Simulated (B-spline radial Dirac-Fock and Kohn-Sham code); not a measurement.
Satellites and hypersatellites of the K lines of Mn⁵⁺

System: Mn⁵⁺ in the configuration 1s2 2s2 2p6 3s2 3p6 3d2.

Method: Dirac-Fock energy differences between relaxed states, corrected for Breit and QED terms. Computed with a radial B-spline solver. Each two-hole energy is an average over J within one jj subconfiguration, not an observable level; in light atoms, where LS coupling holds, the j-resolved values are not observed lines, and for a K spectator the Kα1 hypersatellite is nearly forbidden. The model has no electron correlation.

Lines without a spectator: Kα2 (K-L2) 5884.6 eV, Kα1 (K-L3) 5894.7 eV, Kβ3 (K-M2) 6497.4 eV, Kβ1 (K-M3) 6498.8 eV. Shifts in eV with one spectator hole (a dash: not computed, or left out as unreliable):

```
spectator hole     Kα2     Kα1    Kβ3    Kβ1
    L2 (2p1/2)  +23.68  +29.05      –  +70.0
    L3 (2p3/2)  +27.23  +26.02  +68.1      –
    M2 (3p1/2)       –   +2.38  +7.74  +9.35
    M3 (3p3/2)   +2.19       –  +9.01  +8.58
```

**Question.** Where does the K-L3 hypersatellite lie, emitted when both K electrons are missing?

**Answer.** +262.9 eV from the normal line, at 6157.7 eV. Removing both K electrons costs 13649.0 eV, which is 362.6 eV more than twice the K binding energy. In light atoms the observed hypersatellite is the ¹S₀ → ¹P₁ component, which lies below this average, and the triplet component is nearly forbidden.

With n spectator holes in 2p, averaged over the 2p shell (energies in eV):

```csv
n,KαLⁿ,step,hypersatellite KαʰLⁿ
0,5891.3,–,6153.7
1,5918.3,+27.0,6182.0
2,5946.6,+28.3,6211.6
3,5976.2,+29.6,6242.5
4,6007.1,+30.9,6274.7
5,6039.3,+32.2,6308.2
```
